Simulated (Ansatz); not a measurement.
Reaction (formal exchange of groups at a Ge–O bond): `Cl[SiH2][O][GeH3]` + `COC(C)=O` → `C[O][GeH3]` + `CC(=O)O[SiH2]Cl`

Gas-phase electronic energies from Ansatz, PBE0-D4/def2-TZVP geometries. CCSD(T)/CBS is the MP2 limit (def2-TZVPP, def2-QZVPP) plus CCSD(T) − MP2 in def2-TZVPP, frozen cores. DFT in def2-TZVPP. For Ge outer-core shells are correlated without core-valence functions, which leaves a few kJ/mol of doubt a bond. Scalar relativity is left out up to krypton. One conformer a species, not always the lowest.

| level | ΔE (eV) |
| --- | --- |
| PBE-D4 | 0.43 |
| revPBE-D4 | 0.42 |
| r2SCANh-D4 | 0.48 |
| r2SCANh | 0.48 |
| LC-ωPBE | 0.47 |
| CCSD(T)/def2-SVP | 0.47 |
| HF/CBS(def2) | 0.57 |
| MP2/CBS(def2) | 0.49 |

Problem. What does CCSD(T)/CBS give? (Best estimate.)

Solution. Ansatz gave: +0.48 eV. The listed levels differ from it by -0.05, -0.06, 0.00, 0.00, -0.01, -0.01, 0.09, 0.01 eV.

Largest T1 diagnostic among the species: 0.014.

In def2-TZVPP, CCSD(T) changes the Hartree–Fock value by −0.08 eV (the triples alone add −0.01 eV) and MP2 by −0.07 eV. Leaving LDA and LC-ωPBE aside and taking each functional with its dispersion term where it has one, the values, not all of them listed here, spread over 0.11 eV, from revPBE-D4 to BHLYP-D4. From BLYP to BHLYP (50 % exact exchange), in def2-TZVPP and without D4, ΔE moves by +0.05 eV.
